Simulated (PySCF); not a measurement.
# Dipole response of Ru⁺ (ruthenium, charge +1)

[Kr] 4d7, high-spin 4F determinant. Calculation: PySCF 2.14, in aug-cc-pVTZ-PP with one added diffuse shell each of s, p, d, f, g type with ECP28MDF (7s7p6d4f3g, 113 functions); a scalar-relativistic core potential. Coupled (time-dependent) response in atomic units; α is the mean over directions.

| method | mean α (bohr³) | C₆ (like pair) | S(−4) |
| --- | --- | --- | --- |
| UHF | 13.48 | 84.03 | 74.28 |
| PBE | 16.85 | 108.0 | 139.5 |
| PBE0 | 15.60 | 99.22 | 111.4 |

S(−4) is the Cauchy moment in α(ω) = α(0) + S(−4) ω² + …

Spin-orbit coupling is absent.

α(iu) at UHF:

```tsv
u (hartree)	α(iu) (bohr³)
0	13.48
0.0500	13.29
0.100	12.80
0.200	11.34
0.300	9.839
0.500	7.512
0.750	5.617
1.00	4.363
1.50	2.841
2.00	1.984
3.00	1.105
5.00	0.4715
```

For an ion, C₆ is the dispersion term alone; charge-induced terms of lower order in 1/R come first.

Energies and moments cover only the electrons outside the core potential.
